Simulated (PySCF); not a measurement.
Compound: B2FH3S.
InChI=1S/B2FH3S/c1-4-2-3/h2H,1H2

Torsions of this conformer, `[BH2:1][S:2][BH:3][F:4]`: B1–S2–B3–F4 178°.

The closed-shell ground state was solved at several levels (PySCF, density fitting, gas phase, non-relativistic). Isolated species at its PBE0-D3(BJ)/def2-SVP geometry (one conformer only).

```
              level  basis functions  HOMO (eV)  LUMO (eV)  gap (eV)  dipole (D)
         PBE0/6-31G               46      -8.80      -1.86      6.94        1.38
      BP86/pcSseg-2              193      -7.68      -3.01      4.67        0.65
      OPBE/pcSseg-2              193      -7.55      -2.82      4.73        0.69
       PBE0/6-31+G*               82      -8.90      -1.93      6.97        0.98
    B3LYP/def2-SVPD              114      -8.71      -2.19      6.52        0.84
     PBE0/def2-SVPD              114      -8.94      -2.01      6.93        0.88
       PBE0/cc-pVTZ              166      -8.85      -1.93      6.92        0.78
       HF/def2-SVPD              114     -11.47       1.66     13.13        1.38
BHandHLYP/def2-SVPD              114      -9.94      -0.89      9.05        1.09
   PBE0/aug-cc-pVDZ              123      -8.87      -1.97      6.90        0.85
      BLYP/pcSseg-2              193      -7.47      -2.78      4.69        0.65
      PBE0/def2-SVP               75      -8.81      -1.87      6.94        0.76
      PBE0/IGLO-III              179      -8.88      -1.97      6.91        0.79
```

**Question.** What might wB97X-D/def2-SVPD (114 basis functions) give for the same quantities?

**Answer.** HOMO -10.78 eV, LUMO -0.07 eV, gap 10.71 eV, dipole 1.00 D.

**Question.** Over all these levels, which gives the widest orbital gap and which the narrowest?

**Answer.** HF/def2-SVPD (Hartree–Fock, all exact exchange) has the widest, 13.13 eV, and BP86/pcSseg-2 (GGA) the narrowest, 4.67 eV. Functional and basis both differ between the two, so the spread mixes both effects.

**Question.** How much does the basis alone move the frontier levels among the 7 PBE0 rows?

**Answer.** The HOMO by 0.14 eV and the LUMO by 0.15 eV. By rising basis size (HOMO, LUMO in eV): 6-31G -8.80, -1.86; def2-SVP -8.81, -1.87; 6-31+G* -8.90, -1.93; def2-SVPD -8.94, -2.01; aug-cc-pVDZ -8.87, -1.97; cc-pVTZ -8.85, -1.93; IGLO-III -8.88, -1.97.

**Question.** In the def2-SVPD basis, how does the gap go with the fixed share of exact exchange?

**Answer.** B3LYP (20 %) 6.52 eV; PBE0 (25 %) 6.93 eV; BHandHLYP (50 %) 9.05 eV; HF (100 %) 13.13 eV. Each rise in the share widens the gap here.

**Question.** How far do the dipole and the HOMO energy spread over the levels?

**Answer.** The dipole runs from 0.65 to 1.38 D (mean 0.91 D) and the HOMO from -11.47 to -7.47 eV.
